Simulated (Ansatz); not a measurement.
The molecule ScCl, multiplicity 3 (not the ground state: that is measured with 2S+1 = 1). No spin–orbit coupling. Sc is treated without relativity.

The constants come from a fifth-degree fit in 1/R (seven points, main isotopes). In def2 and cc sets the state is the lowest found near the PBE0 minimum, followed along R.

Codes used: Ansatz (a first-principles code) with Gaussian orbitals. Each number belongs to the level named beside it.

| level | r_e (Å) | ω_e (cm⁻¹) | α_e (cm⁻¹) | B_e (cm⁻¹) | dipole (D) |
|---|---|---|---|---|---|
| PBE/def2-TZVPP | 2.297 | 403 | 0.00084 | 0.162 | 3.62 |
| PBE0/def2-TZVPP | 2.308 | 404 | 0.00081 | 0.161 | 3.76 |
| wB97X-V/def2-TZVPP | 2.327 | 400 | 0.00078 | 0.158 | 3.76 |
| CCSD/def2-TZVPP | 2.345 | 396 | 0.00078 | 0.156 | - |
| CCSD(T)/def2-TZVPP | 2.338 | 399 | 0.00079 | 0.157 | - |

Correlated levels freeze the inner cores; with def2 sets outer-core shells near the valence are correlated too.
